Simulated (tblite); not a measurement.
Species: C6H9FNO (doublet state).
Atom-mapped SMILES: `[CH3:1][CH2:2][C:3]1[NH:4][O:5][CH:6]=[C:7]1[CH2:8][F:9]` (hydrogens: H10, H11, H12 on C1; H13, H14 on C2; H15 on N4; H16 on C6; H17, H18 on C8)
Bond orders are those of one Lewis drawing.

Computed with GFN2-xTB (tblite), gas phase: L-BFGS steps from a force-field or distance-geometry start until the largest atomic force falls under 0.01 eV/Å.

At the end of the run (lengths in Å): C3–C7 1.391, C1–H10 1.087, C6=C7 1.377, N4–H15 1.020, C1–H12 1.086, C1–C2 1.534, N4–O5 1.414, C2–C3–C7 131.7°, C3–N4–O5 107.6°, C3–C7–C8 126.7°, N4–C3–C7 107.7°, C1–C2–C3–N4 -85°, C2–C3–N4–O5 -179°, C3–N4–O5–C6 -7°, H13–C2–C3–N4 35°, H15–N4–O5–C6 -136°.

**Question.** These geometries were met on the way; a selection of coordinates is given. Order them by energy above the end point, lowest first.
A. C3–C7 1.397, C1–H10 1.089, C6=C7 1.383, N4–H15 1.027, C1–H12 1.084, C1–C2 1.551, N4–O5 1.420, C2–C3–C7 131.1°, C3–N4–O5 106.3°, C3–C7–C8 125.8°, N4–C3–C7 108.0°, C1–C2–C3–N4 -153°, C2–C3–N4–O5 -178°, C3–N4–O5–C6 0°, H13–C2–C3–N4 -31°, H15–N4–O5–C6 -122°
B. C3–C7 1.459, C1–H10 1.143, C6=C7 1.333, N4–H15 1.055, C1–H12 1.122, C1–C2 1.505, N4–O5 1.385, C2–C3–C7 117.8°, C3–N4–O5 99.3°, C3–C7–C8 131.4°, N4–C3–C7 103.0°, C1–C2–C3–N4 -177°, C2–C3–N4–O5 -171°, C3–N4–O5–C6 41°, H13–C2–C3–N4 -59°, H15–N4–O5–C6 -73°
C. C3–C7 1.384, C1–H10 1.111, C6=C7 1.373, N4–H15 1.025, C1–H12 1.094, C1–C2 1.531, N4–O5 1.406, C2–C3–C7 129.8°, C3–N4–O5 107.1°, C3–C7–C8 126.8°, N4–C3–C7 107.2°, C1–C2–C3–N4 -156°, C2–C3–N4–O5 -179°, C3–N4–O5–C6 6°, H13–C2–C3–N4 -31°, H15–N4–O5–C6 -101°
D. C3–C7 1.391, C1–H10 1.089, C6=C7 1.373, N4–H15 1.023, C1–H12 1.088, C1–C2 1.524, N4–O5 1.412, C2–C3–C7 131.8°, C3–N4–O5 107.5°, C3–C7–C8 125.2°, N4–C3–C7 107.6°, C1–C2–C3–N4 -148°, C2–C3–N4–O5 179°, C3–N4–O5–C6 0°, H13–C2–C3–N4 -25°, H15–N4–O5–C6 -128°
E. C3–C7 1.408, C1–H10 1.050, C6=C7 1.360, N4–H15 1.050, C1–H12 1.083, C1–C2 1.542, N4–O5 1.441, C2–C3–C7 124.4°, C3–N4–O5 103.3°, C3–C7–C8 130.3°, N4–C3–C7 105.8°, C1–C2–C3–N4 -169°, C2–C3–N4–O5 -176°, C3–N4–O5–C6 30°, H13–C2–C3–N4 -48°, H15–N4–O5–C6 -79°

**Answer.** D (0.177 eV), A (0.292 eV), C (0.548 eV), E (0.968 eV), B (1.611 eV).

```json
{"step": "13", "E above end (eV)": "0.177", "rms distance from the end, all atoms (Å)": "0.727", "largest force (eV/Å)": "0.400", "rms shift of all bonds from the end (Å)": "0.005"}
{"step": "9", "E above end (eV)": "0.292", "rms distance from the end, all atoms (Å)": "0.738", "largest force (eV/Å)": "0.603", "rms shift of all bonds from the end (Å)": "0.008"}
{"step": "6", "E above end (eV)": "0.548", "rms distance from the end, all atoms (Å)": "0.756", "largest force (eV/Å)": "0.989", "rms shift of all bonds from the end (Å)": "0.010"}
{"step": "2", "E above end (eV)": "0.968", "rms distance from the end, all atoms (Å)": "0.780", "largest force (eV/Å)": "1.362", "rms shift of all bonds from the end (Å)": "0.017"}
{"step": "0", "E above end (eV)": "1.611", "rms distance from the end, all atoms (Å)": "0.791", "largest force (eV/Å)": "3.005", "rms shift of all bonds from the end (Å)": "0.031"}
```

Rows stand in the order of the answer.
